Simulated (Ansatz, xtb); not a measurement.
## BGeH6N: which of two isomers lies lower

Structure I is `N[BH][GeH3]`, a singlet and structure II is `B[NH][GeH3]`, a singlet. Both are isolated molecules in the gas phase, relaxed with B3LYP-D3(BJ)/def2-SVP; the shapes shown needn't be the lowest conformers.

I (Å):

```yaml
atoms:
  - { symbol: B, position_ang: [-0.6754, -2.0444, 2.1387] }
  - { symbol: Ge, position_ang: [1.2132, -2.8613, 2.3912] }
  - { symbol: N, position_ang: [-1.7742, -2.6126, 2.7690] }
  - { symbol: H, position_ang: [-1.7203, -3.4298, 3.3680] }
  - { symbol: H, position_ang: [-2.7168, -2.2473, 2.6746] }
  - { symbol: H, position_ang: [-0.8515, -1.0701, 1.4458] }
  - { symbol: H, position_ang: [2.2114, -1.8546, 3.0126] }
  - { symbol: H, position_ang: [1.8376, -3.3233, 1.0522] }
  - { symbol: H, position_ang: [1.1888, -4.1019, 3.3251] }
```

II (Å):

```yaml
atoms:
  - { symbol: B, position_ang: [-1.5068, -2.0608, 3.0843] }
  - { symbol: Ge, position_ang: [1.0319, -3.2064, 2.1762] }
  - { symbol: N, position_ang: [-0.5548, -2.2282, 2.0740] }
  - { symbol: H, position_ang: [-1.3317, -2.5855, 4.1598] }
  - { symbol: H, position_ang: [-2.4926, -1.3937, 2.8692] }
  - { symbol: H, position_ang: [-0.7315, -1.7729, 1.1811] }
  - { symbol: H, position_ang: [2.2258, -2.2600, 1.9307] }
  - { symbol: H, position_ang: [1.0203, -4.2984, 1.0861] }
  - { symbol: H, position_ang: [1.0802, -3.8169, 3.5827] }
```

Energies in hartree; the thermal terms are from B3LYP-D3(BJ)/def2-SVP harmonic frequencies (ideal gas, rigid rotor, one conformer each, 298.15 K, 1 atm) and include the zero-point energy:

```
                                I            II
E, CCSD(T)/def2-TZVP  −2158.676545  −2158.679961
   zero-point energy      0.062861      0.061257
        H(298 K) − E      0.069293      0.067527
        G(298 K) − E      0.034257      0.032744
```

**Question.** Work out ΔE, ΔE₀, ΔH and ΔG for I → II in kJ/mol (1 Eh = 2625.50 kJ/mol) and the equilibrium ratio [II]/[I].

**Answer.** 1. ΔE = −2158.679961 − (−2158.676545) = −0.003416 Eh = −8.97 kJ/mol.
2. ΔE₀ = ΔE + ΔZPE = −0.003416 + (−0.001604) Eh = −13.18 kJ/mol.
3. ΔH = ΔE + (−0.001766) Eh = −13.61 kJ/mol.
4. ΔG = ΔE + (−0.001513) Eh = −12.94 kJ/mol, so ΔS = (ΔH − ΔG)/T = −2.2 J/(mol K).
5. kT = 0.9442 mEh, so K = [II]/[I] = exp(−ΔG/kT) = exp(+5.22) ≈ 190.

Structure II is favoured at this temperature. An error of 4 kJ/mol in ΔG would change K by a factor of 5. B3LYP-D3(BJ)/def2-SVP found them nearly level. r2SCAN-D4/def2-SVP gave ΔE the other sign. Mirror images and further conformers aren't counted.

As drawn, II has 1 Ge–N, 1 B–H in place of 1 B–Ge, 1 N–H.

Other levels gave ΔE = −43.2 (GFN2-xTB); −58.6 (HF/STO-3G, GFN2-xTB geometries); +2.5 (r2SCAN-D4/def2-SVP, GFN2-xTB geometries); −1.1 (B3LYP-D3(BJ)/def2-SVP); −20.3 (HF/def2-TZVP); −12.5 (MP2/def2-TZVP) kJ/mol. The correlated steps freeze 11 core orbitals; the filled d shell of Ge is correlated, in a basis made for valence electrons. Programs: Ansatz 0.2.0, xtb 6.7.1.
